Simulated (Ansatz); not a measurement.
Ideal-gas functions of F$_{2}$GeH$_{4}$OSi (`[OH][Ge]([F])([F])[SiH3]`) at 500 K and 1 bar, from an Ansatz frequency run at PBE0-D4/def2-TZVP.

Molar mass 158.72 g/mol, point group Cs (symmetry number 1), electronic degeneracy 1, moments of inertia 146.932, 273.539, 276.454 u Å². Harmonic wavenumbers (cm⁻¹, unscaled): 69, 106, 114, 160, 239, 247, 270, 371, 524, 525, 699, 708, 747, 860, 909, 931, 932, 2248, 2269, 2270, 3874.

Use S(trans) = R[1.5 ln M + 2.5 ln T − 1.1517]; rotational temperatures θ = 24.2544 K / I; S(rot) = R[ln(√π/σ · √(T³/θAθBθC)) + 1.5]; for each mode x = 1.438777 ν̃/T, S = R[x/(eˣ − 1) − ln(1 − e⁻ˣ)] and H = RT x/(eˣ − 1); 1 cm⁻¹ = 0.0119627 kJ/mol; R = 8.31446 J/(mol·K).

Problem. By hand: the entropy, in J/(mol·K).

Solution. Translation 182.8. Rotation: θ = 0.1651, 0.0887, 0.0877 K, giving 122.4. Vibration, mode by mode: 21.77, 18.22, 17.62, 14.84, 11.59, 11.33, 10.62, 8.15, 5.65, 5.63, 3.78, 3.70, 3.39, 2.62, 2.35, 2.23, 2.23, 0.10, 0.09, 0.09, 0.00, in all 146.0. Electronic 0.0. Sum 451.2 J/(mol·K).

Problem. By hand: H − E and G − E in kJ/mol, counted from the electronic energy.

Solution. Zero-point energy ½ × 19072 × 0.0119627 = 114.1; thermal vibration 35.8; translation, rotation and pV give 4 RT = 16.6. H − E = 166.5 kJ/mol, and G − E = 166.5 − 500 × 451.2/1000 = -59.1 kJ/mol.

Vibration gives 32 % of the entropy, 57.6 J/(mol·K) of it from the modes under 150 cm⁻¹: soft modes count most, and the harmonic formula is weakest for them. The sum counts one conformer and one mirror image; others add a mixing term.
